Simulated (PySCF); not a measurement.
Compound: C2H9BO2SSi.
SMILES with atom numbers: `[CH3:1][O:2][B:3]([O:4][CH3:5])[S:6][SiH3:7]` (hydrogens: H8, H9, H10 on C1; H11, H12, H13 on C5; H14, H15, H16 on Si7)

Geometry (PBE0-D3(BJ)/def2-SVP, Å), atoms numbered from 1 in this order:
```xyz
16
C2H9BO2SSi angstrom
C     -0.9670   -2.0484    0.4139
O      0.0607   -1.0873    0.3925
B     -0.1703    0.2460    0.3058
O     -1.4362    0.7185    0.2600
C     -1.7945    2.0708    0.1589
S      1.2919    1.3571    0.2482
Si     2.8113   -0.1689    0.2765
H     -0.9316   -2.6458   -0.5108
H     -0.8072   -2.7235    1.2680
H     -1.9582   -1.5800    0.5000
H     -2.1866    2.4300    1.1235
H     -2.5862    2.1742   -0.5983
H     -0.9416    2.7047   -0.1329
H      4.0989    0.5850    0.2149
H      2.7772   -0.9668    1.5345
H      2.7205   -1.0675   -0.9091
```

Computed with PySCF at CAM-B3LYP/def2-SVPD, non-relativistic, on one gas-phase PBE0-D3(BJ)/def2-SVP geometry that isn't relaxed in the solvent. The solvent is an IEF-PCM continuum (van der Waals radii × 1.2), and excitations are vertical TDDFT with non-equilibrium linear response and a frozen core. Specific hydrogen bonds and non-electrostatic terms are outside this model.

Gas-phase singlets (H = HOMO, L = LUMO):

```json
{"state": "S1", "E (eV)": "6.402", "λ (nm)": "194", "f": "0.026", "leading configuration": "H→L+1 50%"}
{"state": "S2", "E (eV)": "6.708", "λ (nm)": "185", "f": "0.010", "leading configuration": "H→L 49%"}
{"state": "S3", "E (eV)": "7.083", "λ (nm)": "175", "f": "0.114", "leading configuration": "H→L+4 87%"}
{"state": "S4", "E (eV)": "7.666", "λ (nm)": "162", "f": "0.002", "leading configuration": "H→L+2 61%"}
{"state": "S5", "E (eV)": "7.773", "λ (nm)": "160", "f": "0.008", "leading configuration": "H→L+3 56%"}
```

What are the lowest 5 singlets in acetone (ε = 20.49)?

| state | E (eV) | λ (nm) | f | leading configuration | change by rank (eV) |
| --- | --- | --- | --- | --- | --- |
| S1 | 6.493 | 191 | 0.037 | H→L+1 48% | +0.091 |
| S2 | 6.754 | 184 | 0.012 | H→L 50% | +0.046 |
| S3 | 7.136 | 174 | 0.147 | H→L+3 91% | +0.053 |
| S4 | 7.758 | 160 | 0.003 | H→L+2 55% | +0.092 |
| S5 | 7.831 | 158 | 0.002 | H-1→L 78% | +0.058 |

The ground-state energy changes by -0.115 eV from gas to acetone. By how much does the total energy of gas-phase S3 change?

E(S3) = E(S0) + excitation energy, so it changes by -0.115 + 0.053 = -0.062 eV: it is lowered less than the ground state, which is what a blue shift means. This is the vertical state, with the slow part of the continuum still set for S0.

How do the frontier levels move from gas to acetone?

| orbital | gas (eV) | solvent (eV) | change (eV) | Löwdin shares, gas | Löwdin shares, solvent |
| --- | --- | --- | --- | --- | --- |
| LUMO+2 | 1.55 | 1.60 | +0.05 | S6 32 %, C1 15 %, Si7 10 %, H8 7 % | S6 40 %, C1 12 %, O4 7 %, Si7 6 % |
| LUMO+1 | 1.09 | 1.06 | -0.03 | Si7 33 %, S6 21 %, H16 11 %, H15 11 % | Si7 35 %, S6 21 %, H16 11 %, H15 11 % |
| LUMO | 0.81 | 0.81 | 0.00 | B3 36 %, S6 14 %, Si7 11 %, C5 7 % | B3 35 %, S6 19 %, Si7 14 %, C5 5 % |
| HOMO | -8.63 | -8.80 | -0.17 | S6 67 %, Si7 10 %, B3 8 % | S6 66 %, Si7 10 %, B3 8 % |
| HOMO-1 | -9.96 | -9.89 | +0.07 | S6 50 %, Si7 10 %, B3 8 %, O4 8 % | O2 32 %, O4 29 %, C5 9 %, C1 8 % |
| HOMO-2 | -9.99 | -10.06 | -0.07 | O2 34 %, O4 29 %, C5 8 %, C1 8 % | S6 45 %, O4 11 %, Si7 9 %, B3 8 % |
| HOMO-3 | -10.63 | -10.71 | -0.08 | S6 28 %, Si7 24 %, H14 17 %, O4 15 % | S6 24 %, Si7 23 %, H14 18 %, O2 11 % |

The HOMO–LUMO gap goes from 9.43 to 9.60 eV. Rows go by rank; for HOMO-2 and HOMO-1 the atom shares or the degeneracy differ between the runs, so the row needn't follow one orbital.

The run took 99 s wall on Intel Xeon at 2.50 GHz, one thread, shared host, and the process peaked at 1.3 GiB of memory. This is the whole response run at CAM-B3LYP/def2-SVPD in acetone, SCF included.
